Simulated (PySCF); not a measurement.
Excitations are Tamm–Dancoff values on a coarser integration grid. The basis has no diffuse functions, so Rydberg states are missing or too high.

Z-matrix (Å, degrees):
```
B
O 1 1.3706
H 2 0.9720 1 113.96
S 1 1.8193 2 119.36 3 -180.00
H 4 1.3549 1 95.03 2 0.00
S 1 1.8303 2 120.45 3 0.00
H 6 1.3522 1 96.75 2 -180.00
```
Charge 0, multiplicity 1.

Question: What is the computed S1–T1 gap (TDA), HOMO and total energy (PBE-D3(BJ)/def2-TZVP run with PySCF)?

Answer: 
- S1–T1 gap (TDA): 0.25 eV
- HOMO: -6.23 eV
- total energy: -897.9843 Ha
